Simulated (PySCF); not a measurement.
C$_{3}$H$_{5}$, doublet, geometry from GFN2-xTB; CCSD(T)/STO-3G (PySCF).

PySCF was given this input:
```python
from pyscf import gto, scf, cc

mol = gto.Mole()
mol.atom = '''
    C    -0.01011930    0.88481522   -0.03777061
    C     0.76315111   -0.35067630    0.05689274
    C    -0.75522711   -0.36829202    0.05102229
    H    -0.01634672    1.66492132   -0.76796371
    H     1.31462689   -0.70645278   -0.80771786
    H     1.25200813   -0.59394256    0.99113267
    H    -1.24551713   -0.62291802    0.98147659
    H    -1.29159938   -0.73668936   -0.81779420
'''
mol.basis = 'sto-3g'
mol.spin = 1
mol.verbose = 4
mol.build()

mf = scf.UHF(mol)
mf.kernel()

mycc = cc.CCSD(mf)
mycc.kernel()
et = mycc.ccsd_t()
print('E(CCSD(T)) = %.10f' % (mycc.e_tot + et))
```

It wrote (shortened):

```
PySCF version 2.14.0

[INPUT] verbose = 4
[INPUT] num. atoms = 8
[INPUT] num. electrons = 23
[INPUT] charge = 0
[INPUT] spin (= nelec alpha-beta = 2S) = 1
[INPUT] symmetry False subgroup None
[INPUT] Mole.unit = angstrom
[INPUT] Symbol           X                Y                Z      unit          X                Y                Z       unit  Magmom
[INPUT]  1 C     -0.010119300000   0.884815220000  -0.037770610000 AA   -0.019122705572   1.672058436647  -0.071376108458 Bohr   0.0
[INPUT]  2 C      0.763151110000  -0.350676300000   0.056892740000 AA    1.442146589558  -0.662682165376   0.107511697076 Bohr   0.0
[INPUT]  3 C     -0.755227110000  -0.368292020000   0.051022290000 AA   -1.427172399747  -0.695971051663   0.096418154348 Bohr   0.0
[INPUT]  4 H     -0.016346720000   1.664921320000  -0.767963710000 AA   -0.030890823835   3.146245313749  -1.451241085505 Bohr   0.0
[INPUT]  5 H      1.314626890000  -0.706452780000  -0.807717860000 AA    2.484284778089  -1.335002274138  -1.526365541320 Bohr   0.0
[INPUT]  6 H      1.252008130000  -0.593942560000   0.991132670000 AA    2.365952471429  -1.122388772123   1.872969299409 Bohr   0.0
[INPUT]  7 H     -1.245517130000  -0.622918020000   0.981476590000 AA   -2.353686259154  -1.177144455856   1.854721952772 Bohr   0.0
[INPUT]  8 H     -1.291599380000  -0.736689360000  -0.817794200000 AA   -2.440769090858  -1.392141129281  -1.545407064258 Bohr   0.0

nuclear repulsion = 69.547639869622
number of shells = 14
number of NR pGTOs = 60
number of NR cGTOs = 20
basis = sto-3g
ecp = {}

******** <class 'pyscf.scf.uhf.UHF'> ********
method = UHF
initial guess = minao
damping factor = 0
level_shift factor = 0
DIIS = <class 'pyscf.scf.diis.CDIIS'>
diis_start_cycle = 1
diis_space = 8
diis_damp = 0
SCF conv_tol = 1e-09
SCF conv_tol_grad = None
SCF max_cycles = 50
direct_scf = True
direct_scf_tol = 1e-13
number electrons alpha = 12  beta = 11
Set gradient conv threshold to 3.16228e-05
init E= -115.689257659575

cycle= 1 E= -114.975077803153  delta_E= 0.714  |g|= 0.167  |ddm|= 2.44
cycle= 2 E= -115.006349121185  delta_E= -0.0313  |g|= 0.0603  |ddm|= 0.297
cycle= 3 E= -115.011404869693  delta_E= -0.00506  |g|= 0.0202  |ddm|= 0.135
cycle= 4 E= -115.012054194042  delta_E= -0.000649  |g|= 0.0106  |ddm|= 0.041
cycle= 5 E= -115.012325330615  delta_E= -0.000271  |g|= 0.00409  |ddm|= 0.0382
cycle= 6 E= -115.012369617636  delta_E= -4.43e-05  |g|= 0.00149  |ddm|= 0.0178
cycle= 7 E= -115.012375279  delta_E= -5.66e-06  |g|= 0.00039  |ddm|= 0.00689
cycle= 8 E= -115.012375574933  delta_E= -2.96e-07  |g|= 0.000108  |ddm|= 0.00148
cycle= 9 E= -115.012375595099  delta_E= -2.02e-08  |g|= 3.18e-05  |ddm|= 0.000358
cycle= 10 E= -115.012375596977  delta_E= -1.88e-09  |g|= 7.88e-06  |ddm|= 0.000108
cycle= 11 E= -115.012375597085  delta_E= -1.08e-10  |g|= 2.48e-06  |ddm|= 2.47e-05
Extra cycle  E= -115.012375597093  delta_E= -7.96e-12  |g|= 1.24e-06  |ddm|= 4.11e-06
converged SCF energy = -115.012375597093  <S^2> = 0.76213045  2S+1 = 2.0120939

******** <class 'pyscf.cc.uccsd.UCCSD'> ********
CC2 = 0
CCSD nocc = (np.int64(12), np.int64(11)), nmo = (20, 20)
max_cycle = 50
direct = 0
conv_tol = 1e-07
conv_tol_normt = 1e-06
diis_space = 6
diis_start_cycle = 0
diis_start_energy_diff = 1e+09
Init t2, MP2 energy = -0.139914090115577
Init E_corr(UCCSD) = -0.13991409011696
cycle = 1  E_corr(UCCSD) = -0.170084279776012  dE = -0.0301701897  norm(t1,t2) = 0.0645841
cycle = 2  E_corr(UCCSD) = -0.17942090963071  dE = -0.00933662985  norm(t1,t2) = 0.0261824
cycle = 3  E_corr(UCCSD) = -0.185644207627706  dE = -0.006223298  norm(t1,t2) = 0.0129295
cycle = 4  E_corr(UCCSD) = -0.185727678091083  dE = -8.34704634e-05  norm(t1,t2) = 0.00368912
cycle = 5  E_corr(UCCSD) = -0.185774783799156  dE = -4.71057081e-05  norm(t1,t2) = 0.00109019
cycle = 6  E_corr(UCCSD) = -0.185778215511568  dE = -3.43171241e-06  norm(t1,t2) = 0.000324077
cycle = 7  E_corr(UCCSD) = -0.185775903561289  dE = 2.31195028e-06  norm(t1,t2) = 0.000100409
cycle = 8  E_corr(UCCSD) = -0.185776832825122  dE = -9.29263833e-07  norm(t1,t2) = 3.0645e-05
cycle = 9  E_corr(UCCSD) = -0.185777452099375  dE = -6.19274253e-07  norm(t1,t2) = 1.54899e-05
cycle = 10  E_corr(UCCSD) = -0.185777268404233  dE = 1.83695141e-07  norm(t1,t2) = 4.14173e-06
cycle = 11  E_corr(UCCSD) = -0.185777218155619  dE = 5.02486142e-08  norm(t1,t2) = 1.65522e-06
cycle = 12  E_corr(UCCSD) = -0.185777256522145  dE = -3.83665253e-08  norm(t1,t2) = 5.63144e-07
UCCSD converged
E(UCCSD) = -115.1981528536151  E_corr = -0.1857772565221446
UCCSD(T) correction = -0.00150216531427812
E(CCSD(T)) = -115.1996550189
```
